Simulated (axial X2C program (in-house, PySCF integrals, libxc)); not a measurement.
**Low determinants of MoSe⁺ at the PBE0 level, two-component**

Computed with an in-house relativistic program for diatomic molecules. Two-component (2c) means X2C with spin–orbit coupling and atomic mean-field two-electron Coulomb and Gaunt terms. Basis: Mo dyall-cv3z [11s12p9d5f3g], Se dyall-cv3z [8s9p6d4f1g] (cores contracted in-house); Gaussian nuclei, density fitting, unrestricted open shells. Masses: Mo 97.905 u, Se 79.917 u.

Search at 2.280 Å (vertical energies from the lowest determinant):

```tsv
ΔE (eV)	state	electrons beyond evenly filled partner blocks	electrons in ±ω = 1/2, 3/2, 5/2, 7/2
0.00	Ω = 3/2	ω = 1/2, ω = -3/2, ω = 5/2	49 21 5 0
0.68	Ω = 1/2	ω = -1/2, ω = -3/2, ω = 5/2	49 21 5 0
0.88	Ω = 5/2	ω = 5/2	48 22 5 0
1.54	Ω = 5/2	ω = 5/2	50 20 5 0
1.63	Ω = 1/2	2 × ω = 3/2, ω = -5/2	48 22 5 0
1.64	Ω = 3/2	ω = 3/2	50 21 4 0
1.69	Ω = 9/2	ω = 1/2, ω = 3/2, ω = 5/2	49 21 5 0
```

Lowest determinant, Ω = 3/2 (⟨Sz⟩ = 1.50, ⟨Lz⟩ = 0.00 at PBE0): Re = 2.223 Å, ωe = 315.0 cm⁻¹.

The determinant in row 2 of the search, Ω = 1/2 (⟨Sz⟩ = 1.50, ⟨Lz⟩ = -1.00 at PBE0), was followed along the bond at PBE0; measured from the minimum of the lowest determinant it gives:

Te = 0.697 eV (5623 cm⁻¹), Re = 2.259 Å, ωe = 313.0 cm⁻¹.

Compare the bond of the determinant in row 2 with that of the lowest one.

At PBE0 its Re is 0.036 Å longer and its force constant, which goes as ωe², is 0.99 times that of the lowest determinant. T0 ≈ Te + Δωe/2 = 5623 + (-1) = 5622 cm⁻¹.

The search compares states at one distance, so a state with another bond length can lie lower; it is not exhaustive and yields mostly the lowest determinant of each block pattern, so other components and higher states of one pattern are missing. These are energies of single determinants, not of spin-adapted states; PBE0 term energies can be off by some tenths of an eV, and the functional has no current term.
